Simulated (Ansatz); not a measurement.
Results of the Gaussian-basis code of Ansatz.

A structure relaxed at PBE0-D4/def2-TZVP, charge 0, multiplicity 1:

```xyz
7

N     1.190    0.331   -0.819
Sn    0.290    1.079    0.827
N    -1.182   -0.303    0.840
H     0.886   -0.471   -1.350
H     2.022    0.737   -1.215
H    -1.909   -0.317    1.537
H    -1.296   -1.056    0.179
```

(1) Give its formula and SMILES.

(2) Point group (tolerance 0.08 Å, 0.16 Å for H)?

(3) Summarise the bond lengths by kind.

Results:

(1) H4N2Sn, `[NH2][Sn][NH2]`.

(2) C2v.

(3) 2 × N–Sn 2.019 Å; 4 × H–N 1.007 to 1.008 Å.
